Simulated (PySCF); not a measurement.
SiBr2F, SMILES Br[Si](F)Br, multiplicity 2. Coordinates come from a PBE-D3(BJ)/def2-SVP optimisation.

Level of theory: PBE-D3(BJ)/def2-SVP in PySCF 2.14.0.

Harmonic wavenumbers (cm⁻¹): 102, 182, 220, 375, 469, 860. Rotational constants (GHz): 3.665, 0.9098, 0.7500; symmetry number 1.

Task: Work out the zero-point energy and the ideal-gas rigid-rotor harmonic-oscillator thermochemistry at 298.15 K and 1 atm.

Result: ZPE = ½ Σ hcν = ½ × 2209 cm⁻¹ = 13.21 kJ/mol. H − E(el) = 29.68 kJ/mol. Entropy in J/(mol K): translation 175.25, rotation 122.35, vibration 40.35, spin 5.76, total 343.71. G − E(el) = -72.80 kJ/mol. Cp = 71.00 J/(mol K). Modes under 150 cm⁻¹ make the vibrational entropy uncertain.
